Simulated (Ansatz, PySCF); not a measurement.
System: iminoborane, sum formula BNH2, net charge 0, singlet state. 
Structure (B3LYP-D3(BJ)/def2-TZVP (Ansatz, an electronic-structure program) minimum search):
SMILES: B=N
```xyz
4

B      0.0000     0.0000    -0.6920
N      0.0000     0.0000     0.5409
H      0.0000     0.0000    -1.8589
H      0.0000     0.0000     1.5327
```
Charge 0, spin multiplicity 1.

Property: vertical ionisation energy (to the doublet state of charge +1; each state is the SCF solution reached for its spin), in eV. Correlated levels leave the core frozen unless marked. UHF or UKS for open shells. Spin-orbit coupling is left out. Non-relativistic. CBS marks a two-point X^-3 extrapolation of the correlation energy; Hartree-Fock from the larger set.

```json
[
 {"level": "SVWN5/def2-TZVPD", "program": "Ansatz", "vertical ionisation energy (eV)": "11.91", "minus last row": "0.38"},
 {"level": "BHLYP/def2-TZVPD", "program": "Ansatz", "vertical ionisation energy (eV)": "11.01", "minus last row": "-0.52"},
 {"level": "CAM-B3LYP/def2-TZVPD", "program": "Ansatz", "vertical ionisation energy (eV)": "11.40", "minus last row": "-0.13"},
 {"level": "wB97M-V/def2-TZVPD", "program": "Ansatz", "vertical ionisation energy (eV)": "11.35", "minus last row": "-0.18"},
 {"level": "CCSD/def2-SVPD", "program": "Ansatz", "vertical ionisation energy (eV)": "11.27", "minus last row": "-0.26"},
 {"level": "CCSD/aug-cc-pVTZ", "program": "Ansatz", "vertical ionisation energy (eV)": "11.29", "minus last row": "-0.24"},
 {"level": "CCSD/def2-TZVPPD", "program": "Ansatz", "vertical ionisation energy (eV)": "11.27", "minus last row": "-0.26"},
 {"level": "CCSD(T)/aug-cc-pVDZ", "program": "Ansatz", "vertical ionisation energy (eV)": "11.36", "minus last row": "-0.17"},
 {"level": "CCSD(T)/def2-SVPD", "program": "Ansatz", "vertical ionisation energy (eV)": "11.41", "minus last row": "-0.12"},
 {"level": "CCSD(T)/CBS(def2-TZVPPD,def2-QZVPPD)", "program": "Ansatz", "vertical ionisation energy (eV)": "11.53", "minus last row": "0.00"}
]
```

For comparison, minus the highest occupied orbital energy (PySCF): 9.40 eV at MN15/def2-TZVPD, 7.27 eV at TPSS/def2-TZVPD, 7.36 eV at BP86/def2-TZVPD.
